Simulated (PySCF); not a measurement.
**A small calculation by hand: oscillator strength and radiative lifetime**

Te(SH)(SiH3) (H4SSiTe), SMILES S[Te][SiH3].

The structure is a stationary point at r2SCAN-D4/def2-SVP. The def2 effective core potentials stand for the cores of Te; spin–orbit coupling is left out. The values are those of a single conformer.

TDA-LC-ωPBE/def2-SVPD in PySCF puts the first singlet state with f over 0.02 at 6.05 eV (vertical), with the transition dipole (-0.382, 0.235, -0.118) in atomic units.

Q: Find the oscillator strength, the wavelength and the radiative lifetime that this transition would have in vacuum if emission retraced absorption.

A: 
|μ|² = 0.2151 au, so |μ| = 1.18 D. ΔE = 6.05/27.211 = 0.2223 hartree. f = (2/3) ΔE |μ|² = 0.032 (the program prints 0.032).
λ = 1239.84/6.05 = 205 nm; ν = 48797 cm⁻¹.
Einstein's coefficient A = 0.6670 ν² f s⁻¹ (ν in cm⁻¹) = 5.1e7 s⁻¹, so τ = 1/A = 20 ns. This state is S4; the lower singlets have f = 0.001, 0.004, 0.011. The figure is the radiative limit of this one transition; relaxation, internal conversion, crossing to triplets and a medium change what is measured.
